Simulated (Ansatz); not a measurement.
FH$_{6}$HfN$_{3}$, SMILES `[NH2][Hf]([NH2])([NH2])[F]`, one more setting.

```yaml
crystal:
  periodic: [false, false, false]
  atoms:
    - {symbol: N, position_ang: [-1.653975, 0.914240, -0.255556]}
    - {symbol: Hf, position_ang: [0.294963, 0.437315, 0.097373]}
    - {symbol: N, position_ang: [0.328974, -0.853139, 1.673440]}
    - {symbol: N, position_ang: [0.977287, -0.576552, -1.532647]}
    - {symbol: F, position_ang: [1.356442, 2.010727, 0.447671]}
    - {symbol: H, position_ang: [-2.452384, 0.463169, 0.166961]}
    - {symbol: H, position_ang: [-1.978045, 1.698624, -0.804575]}
    - {symbol: H, position_ang: [0.495425, -1.847111, 1.612060]}
    - {symbol: H, position_ang: [0.277789, -0.592904, 2.648806]}
    - {symbol: H, position_ang: [1.948495, -0.737522, -1.761843]}
    - {symbol: H, position_ang: [0.405018, -0.916839, -2.291700]}
basis:
  gaussian: {orbitals: def2-SVP}
hamiltonian: {xc: {name: HSE06}, dispersion: d3bj}
```

```sh
$ ansatz run in.yaml --threads 4 --pin off --events-out ev --progress --plain --max-ram 10444MiB
```

Shortened log:

```
Functional definition: HSE06
1359 factors; their error is unknown
106 factors; integrals over basis functions are off by at most 4.0e-7 eV
mean field evaluation 1: about -8563.3097 eV, gradient 9.9e1 eV
mean field evaluation 2: about -8506.6759 eV, gradient 1.8e2 eV
mean field evaluation 4: about -8582.6050 eV, gradient 5.7e0 eV
mean field evaluation 8: about -8582.6906 eV, gradient 4.3e-2 eV
mean field evaluation 16: about -8582.7677 eV, gradient 5.5e-5 eV
mean field -8582.76770717 eV, -315.4108956296 hartree, gradient 5.5e-5 eV, S^2 0.000000; 0 other end points of the search recorded, 0 dependent functions left out
reference -8582.76779271 eV, -315.4108987733 hartree; 24, 24 occupied and 94, 94 virtual orbitals, 1359 factors
Total energy: -8582.91554101 eV, -315.4163284230 hartree
```

Hardware: 4 threads of an Arm Neoverse V2 on a shared host. Wall time 1.2 s, peak host memory 0.54 GiB.
